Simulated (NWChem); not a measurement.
Molecule: BeBrF; SMILES [F][Be][Br]

```xyz
3

Be     0.0000     0.0000     1.1564
F      0.0000     0.0000     2.5422
Br     0.0000     0.0000    -0.7945
```
Atoms are numbered in this order, from 1.

Structure relaxed at the PBE0/def2-SVP level.

Spin-orbit effects, on the heavy nuclei and on their neighbours, are missing.

**Question.** Give the principal values of the shielding tensors (ppm) of Be1, F2, Br3 from PBE0/pcSseg-1, GIAO (NWChem), with their diamagnetic and paramagnetic parts as GIAO splits them.

**Answer.** 
```csv
atom,σ11,σ22,σ33,isotropic,diamagnetic,paramagnetic
Be1,69.5,69.5,167.4,102.2,145.5,-43.3
F2,249.3,249.3,484.9,327.8,471.8,-144.0
Br3,2740.6,2740.6,3127.8,2869.6,3124.6,-254.9
```
